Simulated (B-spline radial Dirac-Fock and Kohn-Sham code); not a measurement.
A summary of the ionisation energies of technetium (Z = 43) against charge, from Dirac-Fock ΔSCF + Breit + QED and from the NIST table. The largest relative steps of the computed values, from charge +5 on, come at Tc⁷⁺ (36 electrons left, 87.67 to 151.1 eV); Tc¹⁵⁺ (28 electrons left, 337.3 to 605.6 eV); Tc³³⁺ (10 electrons left, 1899.5 to 4539.6 eV); Tc⁴¹⁺ (2 electrons left, 6008.2 to 25002.5 eV). The median of |NIST − computed| / NIST over the 43 ions is 0.72 %.

| charge | computed (eV) | NIST (eV) |
| --- | --- | --- |
| 0 | 6.39 | 7.11938 |
| 3 | 40.61 | 41 |
| 6 | 87.67 | 88 |
| 9 | 192.5 | 189.9 |
| 12 | 258.9 | 262.08 |
| 15 | 605.6 | 604 |
| 18 | 776.8 | 773 |
| 21 | 962.7 | 968 |
| 24 | 1162.9 | 1166 |
| 27 | 1488.4 | 1479.5 |
| 30 | 1684.1 | 1689 |
| 33 | 4539.6 | 4505 |
| 36 | 5098.5 | 5060 |
| 39 | 5831.2 | 5838 |
| 42 | 25787.2 | 25787.05 |
